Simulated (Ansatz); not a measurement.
A run for Ansatz (a first-principles code): R-RI-MP2/aug-cc-pV(Q+d)Z on H4OSi (SMILES O[SiH3]) with ghost functions. Files ending in .json are basis or fitting sets from the Basis Set Exchange.

Ansatz 0.2 input:
```yaml
crystal:
  periodic: [false, false, false]
  atoms:
    - {symbol: O, position_ang: [-0.59876268, -0.25367282, 2.77268860]}
    - {symbol: Si, position_ang: [-0.28560654, 0.22117594, 4.30184043]}
    - {symbol: H, position_ang: [-1.46504848, -0.53200895, 2.48594503]}
    - {symbol: H, position_ang: [-1.09076451, 1.39910459, 4.62554414]}
    - {symbol: H, position_ang: [1.13743725, 0.50927562, 4.23808677]}
    - {symbol: H, position_ang: [-0.60487857, -0.86642430, 5.22673706]}
basis:
  gaussian:
    orbitals: aug-cc-pV_Q+d_Z.json
    fitting: {mean_field: def2-universal-JKFIT, correlation: aug-cc-pVQZ-RIFIT.json}
    ghost_atoms:
      - {symbol: C, position_ang: [0.37267874, -0.35776862, 0.69753512]}
      - {symbol: O, position_ang: [1.43933991, -0.01463126, 0.86222777]}
magnetization: {spin_polarized: false}
correlation: {method: mp2, electrons: outside_noble_gas}
scf: {lower_state_search: off}
```

The head of its log:

```
WARN ansatz: RAYON_NUM_THREADS=1 ignored (pool sized by the plan → 1); use --threads N
Functional definition: HF
these checks for a lower state are left out or cut short: stability, starts, cluster_reference, orbital_swaps, neighbouring_geometries, increment
integrals: 0.88 GiB planned
429 factors; integrals over basis functions are off by at most 5.9e0 eV
mean field: 1.36 GiB planned
mean field evaluation 1: about -9962.8639 eV, gradient 3.6e1 eV
mean field evaluation 2: about -9964.4730 eV, gradient 2.4e1 eV
mean field evaluation 4: about -9965.4047 eV, gradient 3.5e-1 eV
mean field -9965.40506006 eV, -366.2218811629 hartree, gradient 9.6e-7 eV, S^2 0.000000; 0 other end points of the search recorded, 0 dependent functions left out
6 core orbitals not correlated
1018 factors; their error is unknown
reference -9965.40506006 eV, -366.2218811629 hartree; 7, 7 occupied and 500, 500 virtual orbitals, 1018 factors
```

Task: What total energy does the run end on?

Result: -366.6314 hartree.
